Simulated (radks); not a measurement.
Task: The mean radii <r> (bohr) of the occupied orbitals of an atom or ion are listed with their occupations. Calculated with a radial shooting solver on a logarithmic mesh with Libxc functionals: Dirac Kohn-Sham, PBE, spin-unpolarised, spherical densities, finite nucleus; Fermi nuclear charge, rms radius of each element as measured or else 0.836 A^(1/3) + 0.57 fm.

orbital      occ.      <r>
1s1/2           2  0.02318
2s1/2           2  0.09845
2p1/2           2  0.08244
2p3/2           4  0.08896
3s1/2           2   0.2595
3p1/2           2   0.2491
3p3/2           4   0.2615
3d3/2           4   0.2329
3d5/2           6   0.2368
4s1/2           2   0.5688
4p1/2           2   0.5768
4p3/2           4   0.5995
4d3/2         2.8   0.6147
4d5/2         4.2   0.6215
6p1/2    0.333333    1.849
6p3/2    0.666667    1.887

Name the element and its charge. Open shells, if any, are shared by 2j + 1.

Result: Z = 61, promethium, charge +17: Pm17+ in [Kr] 4d7 6p1. The 1s radius gives Z: for a bare nucleus <r> = (2 gamma + 1)/(2Z) with gamma = sqrt(1 - (Z/c)^2), 0.02288 bohr for Z = 61, and screening makes it slightly larger (0.02318 here). The occupations add up to 44, and the charge is Z minus that.
